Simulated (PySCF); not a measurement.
SMILES FC(CB)(F)F (C₂H₄BF₃), CAM-B3LYP/def2-SVP optimised geometry.

```
10

B     -1.37    -0.55    -1.28
C      0.18    -0.50    -1.17
C      0.75     0.25     0.00
F      2.09     0.25     0.00
F      0.35     1.53     0.00
F      0.36    -0.29     1.16
H     -2.09    -0.03    -0.47
H     -1.87    -1.14    -2.21
H      0.59    -0.06    -2.10
H      0.58    -1.53    -1.16
```

Density from CAM-B3LYP/def2-TZVP (PySCF 2.14.0) at that geometry.

Minimum of the electron density along straight lines between bonded atoms, close to the bond critical point (lines longer than 1.1 times the sum of covalent radii, or with two minima, are not listed):

| bond | length / Å | ρ at the minimum / e bohr⁻³ | ∇²ρ there / e bohr⁻⁵ | position (fraction from the first atom) |
|---|---|---|---|---|
| B1–C2 | 1.562 | 0.190 | -0.29 | 0.33 |
| C2–C3 | 1.501 | 0.274 | ___ | 0.46 |
| C3–F4 | 1.339 | 0.286 | -0.49 | 0.34 |
| C3–F5 | 1.339 | 0.286 | -0.49 | 0.34 |
| C3–F6 | 1.339 | 0.286 | -0.49 | 0.34 |
| B1–H7 | 1.203 | 0.188 | -0.47 | 0.44 |
| B1–H8 | 1.205 | 0.186 | -0.44 | 0.44 |
| C2–H9 | 1.104 | 0.266 | -0.88 | 0.64 |
| C2–H10 | 1.104 | 0.266 | -0.88 | 0.64 |

Problem. Some entries are withheld; supply them.

Solution. 
- C2–C3, ∇²ρ there / e bohr⁻⁵: -0.77
